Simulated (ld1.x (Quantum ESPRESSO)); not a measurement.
molybdenum, TM: configuration errors across variants

```
Element                 : molybdenum (Mo)
Generator               : ld1.x (Quantum ESPRESSO) 7.5
Type                    : norm-conserving Troullier–Martins (Kleinman–Bylander form)
Functional              : PBE
Relativity              : scalar-relativistic
Frozen core             : [Ar] 3d10
Valence charge          : 14
Reference configuration : 4s2 4p6 4d4 5s0 5p0 (charge +2)
Partial waves           : 4s (bound): rc 1.85 bohr; 4p (bound): rc 2.00 bohr; 4d (bound): rc 2.45 bohr
Local potential         : all-electron potential smoothed inside 1.75 bohr (lloc = -1)
Core correction         : a·sin(br)/r model core, default radius (core density twice the valence density)
```

All-electron excitation energies from the reference (eV): (1) 4s2 4p6 4d5 5s1 5p0 -22.352; (2) 4s2 4p6 4d5 5s0 5p0 -15.462; (3) 4s2 4p6 4d3 5s0 5p0 26.744; (4) 4s2 4p6 4d6 5s0 5p0 -21.589; (5) 4s2 4p5 4d5 5s1 5p0 21.615; (6) 4s2 4p6 4d5.5 5s0.5 5p0 -22.072; (7) 4s1 4p6 4d5 5s1 5p0 47.848.

A true bound ghost makes a file unfit for plane-wave use even where its test errors are small: the radial tests pick states by their node count and pass the ghost by. Where a test does run into it, the solver fails or the error is huge.

Errors AE − PS in meV (a dash: test not solved or not reliable):

| change | (1) | (2) | (3) | (4) | (5) | (6) | (7) | bound ghosts |
| --- | --- | --- | --- | --- | --- | --- | --- | --- |
| base | +40 | -1.1 | +6.6 | -7.0 | +6.1 | +15 | -199 | none |
| all radii but the core radius scaled by about 0.76 (s 1.40, p 1.52, d 1.86 bohr); local potential all-electron potential smoothed inside 1.32 bohr (lloc = -1) | +295 | +0.9 | +3.1 | +1.0 | +540 | +136 | +553 | none |
| all radii but the core radius scaled by about 0.84 (s 1.56, p 1.68, d 2.06 bohr); local potential all-electron potential smoothed inside 1.48 bohr (lloc = -1) | +235 | +0.5 | +4.0 | -0.4 | +403 | +108 | +370 | none |
| all radii but the core radius scaled by about 1.08 (s 2.00, p 2.16, d 2.66 bohr); local potential all-electron potential smoothed inside 1.90 bohr (lloc = -1) | -245 | +3.2 | +27 | -4.2 | -520 | -114 | -814 | none |
| all radii but the core radius scaled by about 1.30 (s 2.40, p 2.58, d 3.18 bohr); local potential all-electron potential smoothed inside 2.26 bohr (lloc = -1) | +1150 | +18 | +84 | +8.0 | +1844 | +540 | +1496 | none |
| all radii but the core radius scaled by about 1.37 (s 2.52, p 2.74, d 3.34 bohr); local potential all-electron potential smoothed inside 2.40 bohr (lloc = -1) | +444 | +26 | +110 | +17 | +666 | +211 | +139 | none |

Task: Give the same row for: all radii but the core radius scaled by about 1.15 (s 2.14, p 2.30, d 2.82 bohr); local potential all-electron potential smoothed inside 2.02 bohr (lloc = -1).

Result: –, +3.4, +32, -6.9, –, –, –; bound ghosts: s. Not counted: 4s1 4p6 4d5 5s1 5p0 (solver errors, printed error -4.1 eV); 4s2 4p5 4d5 5s1 5p0 (solver errors, printed error -3.6 eV); 1 more.
